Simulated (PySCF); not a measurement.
CrOF3, SMILES [O]=[Cr]([F])([F])[F] (connectivity only; charge and spin as stated), neutral, multiplicity 2.

The structure is a stationary point at PBE0-D3(BJ)/def2-SVP. The geometry has at least one imaginary mode, so it is a saddle point at that level. The spin state was assumed, not searched.

Two levels are set side by side: PBE/def2-TZVP (PySCF) and r2SCAN/def2-TZVP (PySCF). Same geometry, gas phase. Differences are taken from unrounded values.

| quantity | r2SCAN |
|---|---|
| α-spin orbital gap (eV) | 1.13 |
| β-spin orbital gap (eV) | 4.82 |
| dipole moment (D) | 0.93 |
| mean polarisability (bohr³) | 33.3 |

**Question.** What does PBE give, and how far is it from r2SCAN? (An estimate is asked for; the answer gives what the named calculation found.)

**Answer.** 
| quantity | PBE | PBE minus r2SCAN |
|---|---|---|
| α-spin orbital gap (eV) | 0.56 | -0.57 |
| β-spin orbital gap (eV) | 4.35 | -0.47 |
| dipole moment (D) | 0.84 | -0.08 |
| mean polarisability (bohr³) | 34.3 | 1.0 |

Rough cost on one machine, each run with all the roots and properties that it gave: r2SCAN against PBE about 4 times.
